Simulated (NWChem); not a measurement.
Everything below was run with NWChem. System: silicon dioxide molecule (O2Si), charge 0, spin multiplicity 1, at a geometry optimised with PBE0/def2-SVP. Level: evGW0@PBE0/def2-TZVPD, RI basis def2-tzvpd-rifit, 6 cycles.

Input file:

```
start mol
memory heap 200 mb stack 700 mb global 1700 mb
geometry units angstroms nocenter noautoz
  O      0.000000     0.000000    -1.518369
  Si     0.000000     0.000000     0.000000
  O      0.000000     0.000000     1.518369
  symmetry group D2h
end
basis spherical
  * library def2-tzvpd
end
basis "ri basis" bse spherical
  * library def2-tzvpd-rifit
end
dft
  xc pbe0
  iterations 100
  direct
  tolerances tight
end
task dft energy
gw
  evgw0 6
  states alpha occ -1 vir -1
end
task dft gw
```

NWChem printed:

```
             Northwest Computational Chemistry Package (NWChem) 7.3.0
             --------------------------------------------------------

                                NWChem Input Module
                                -------------------

 Scaling coordinates for geometry "geometry" by  1.889725989
 (inverse scale =  0.529177249)

 Turning off AUTOSYM since
 SYMMETRY directive was detected!

                             Geometry "geometry" -> ""
                             -------------------------

 Output coordinates in angstroms (scale by  1.889725989 to convert to a.u.)

  No.       Tag          Charge          X              Y              Z
 ---- ---------------- ---------- -------------- -------------- --------------
    1 O                    8.0000     0.00000000     0.00000000    -1.51836900
    2 Si                  14.0000     0.00000000     0.00000000     0.00000000
    3 O                    8.0000     0.00000000     0.00000000     1.51836900

 Effective nuclear repulsion energy (a.u.)      89.2203250619

            Nuclear Dipole moment (a.u.)
            ----------------------------
        X                 Y               Z
 ---------------- ---------------- ----------------
     0.0000000000     0.0000000000     0.0000000000

      Symmetry information
      --------------------

 Group name             D2h
 Group number             26
 Group order               8
 No. of unique centers     2

      Symmetry unique atoms

     1    2


 Summary of "ao basis" -> "" (spherical)
 ------------------------------------------------------------------------------
       Tag                 Description            Shells   Functions and Types
 ---------------- ------------------------------  ------  ---------------------
 *                         def2-tzvpd                 on all atoms

 new library libraries.bse/

 Summary of "ri basis" -> "" (spherical)
 ------------------------------------------------------------------------------
       Tag                 Description            Shells   Functions and Types
 ---------------- ------------------------------  ------  ---------------------
[...]
@GW        46         16.533           0.000
@GW        47         17.005           0.000
@GW        48         17.005           0.000
@GW        49         17.350           0.000
@GW        50         18.820           0.000
@GW        51         19.827           0.000
@GW        52         23.586           0.000
@GW        53         23.584           0.000
@GW        54         23.846           0.000
@GW        55         24.936           0.000
@GW        56         27.119           0.000
@GW        57         27.123           0.000
@GW        58         28.333           0.000
@GW        59         28.600           0.000
@GW        60         30.194           0.000
@GW        61         30.191           0.000
@GW        62         32.029           0.000
@GW        63         32.031           0.000
@GW        64         33.257           0.000
@GW        65         33.257           0.000
@GW        66         33.202           0.000
@GW        67         36.758           0.000
@GW        68         36.756           0.000
@GW        69         36.882           0.000
@GW        70         36.881           0.000
@GW        71         40.798           0.000
@GW        72         44.763           0.000
@GW        73         44.764           0.000
@GW        74         49.863           0.000
@GW        75         51.288           0.000
@GW        76         51.285           0.000
@GW        77         53.449           0.000
@GW        78         53.447           0.000
@GW        79         60.251           0.000
@GW        80         60.246           0.000
@GW        81         66.831           0.000
@GW        82         65.874           0.000
@GW        83         65.874           0.000
@GW        84         68.266           0.000
@GW        85         73.483           0.000
@GW        86         85.961           0.000
@GW        87         85.963           0.000
@GW        88         88.085           0.000
@GW        89         88.197           0.000
@GW        90         90.652           0.000
@GW        91         90.649           0.000
@GW        92        113.615           0.000
@GW        93        134.912           0.000
@GW        94        147.650           0.000
@GW        95        147.647           0.000
@GW        96        146.486           0.000
@GW        97        146.486           0.000
@GW        98        147.443           0.000
@GW        99        147.443           0.000
@GW       100        150.567           0.000
@GW       101        150.569           0.000
@GW       102        152.864           0.000
@GW       103        152.859           0.000
@GW       104        153.472           0.000
@GW       105        153.471           0.000
@GW       106        158.656           0.000
@GW       107        158.904           0.000
@GW       108        177.714           0.000
@GW       109        177.709           0.000
@GW       110        179.544           0.000
@GW       111        179.542           0.000
@GW       112        180.404           0.000
@GW       113        180.402           0.000
@GW       114        185.640           0.000
@GW       115        185.599           0.000
@GW       116        191.262           0.000
@GW       117        192.283           0.000
@GW       118        197.207           0.000
@GW       119        197.486           0.000
@GW       120        204.549           0.000
@GW       121        322.892           0.000
@GW       122       1206.756           0.000
@GW       123       1201.916           0.000

     GW Timing Statistics
   ------------------------
   Init.   :          0.1s
     ERIs  :          1.7s
     Distr.:          0.1s
     Vxc   :          1.5s
   Sigma_x :          0.0s
   RPA     :          1.1s
   Wmn     :          5.3s
   Sigma_c :          3.7s
   GW total:         13.6s

 Task  times  cpu:       13.6s     wall:       13.6s

 Total times  cpu:       25.6s     wall:       25.6s
```
